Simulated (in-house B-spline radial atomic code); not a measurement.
Radial electron density of Sb6+, [Kr] 4d9. Level of theory: scalar-relativistic (X2C) CAM-B3LYP, spin-polarised, spherical fractional occupations, exact exchange averaged over the configuration, Fermi nucleus of rms radius 4.6802 fm; calculated with a B-spline radial code for spherical atoms.

One-electron X2C: radii and densities carry no picture-change correction, so inner-shell <1/r> comes out high (for 1s by about 2 % at Z = 33, 5 % at 54, 10 % at 75, 30 % at 118) and <r> low.

Columns: r (bohr), 4πr²n(r) (electrons per bohr), bar.

```
0.000849    1.893 #
 0.00103    2.577 #
 0.00125    3.497 ##
 0.00151    4.693 ##
 0.00184    6.351 ###
 0.00223     8.47 ####
  0.0027     11.2 ######
 0.00328    14.73 ########
 0.00398    19.13 ##########
 0.00482    24.43 #############
 0.00585    30.77 ################
  0.0071    37.95 ####################
 0.00861    45.61 ########################
  0.0104    53.03 ############################
  0.0127    59.93 ###############################
  0.0154    64.64 ##################################
  0.0186    66.54 ###################################
  0.0226    65.37 ##################################
  0.0274    61.84 ################################
  0.0332    58.01 ##############################
  0.0403    56.82 ##############################
  0.0489    60.77 ################################
  0.0593    69.75 ####################################
   0.072    79.88 ##########################################
  0.0873    84.67 ############################################
   0.106    79.93 ##########################################
   0.128    68.76 ####################################
   0.156    59.62 ###############################
   0.189     60.7 ################################
   0.229    67.97 ###################################
   0.278    68.77 ####################################
   0.337    55.45 #############################
   0.409    35.39 ##################
   0.496    22.87 ############
   0.602    22.07 ###########
    0.73    24.67 #############
   0.885    22.28 ############
    1.07    15.16 ########
     1.3    7.649 ####
    1.58    2.878 #
    1.92   0.7925 
    2.32   0.1598 
    2.82  0.01942 
    3.42 0.001331
```

On this grid the curve has 4 maxima, near 0.0186, 0.0873, 0.278, 0.73 bohr.

The 4d down radial function P(r) = rR(r), positive near the nucleus:

```
r (bohr)         P
  0.0104  0.001809
  0.0154  0.005204
  0.0226   0.01417
  0.0332   0.03691
  0.0489   0.09008
   0.072    0.1977
   0.106    0.3717
   0.156    0.5551
   0.229     0.565
   0.337    0.1808
   0.496   -0.5362
    0.73     -1.07
    1.07   -0.9824
    1.58   -0.4995
    2.32     -0.13
    3.42  -0.01235
```
